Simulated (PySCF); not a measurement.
C2H6OSi. Atoms are numbered in the order given.

```xyz
10

Si     0.5626    -0.1796    -0.6928
O      1.0658    -1.0744     0.6274
C     -0.9313     0.8473    -0.2336
C     -1.5408     0.6996     0.9488
H      0.2388    -1.1633    -1.7596
H      1.6495     0.7256    -1.1803
H      1.4711    -0.5831     1.3488
H     -1.3279     1.5917    -0.9382
H     -1.1838    -0.0351     1.6809
H     -2.4174     1.2921     1.2378
```

Geometry optimised at ωB97X-D3(BJ)/def2-SVP. One conformer was computed; it need not be the lowest.

Level of theory: PySCF with PBE0/def2-TZVP.

total energy: -444.32393 hartree
highest occupied level: -7.95 eV
lowest empty level: -0.51 eV
orbital gap: 7.44 eV
dipole moment: 1.61 D
quadrupole, principal values (traceless, Buckingham form, about the centre of nuclear charge): -4.91, 0.04, 4.87 D·Å
mean static polarisability: 53.0 bohr³ (7.85 Å³)
polarisability, principal values: 42.0, 49.8, 67.1 bohr³
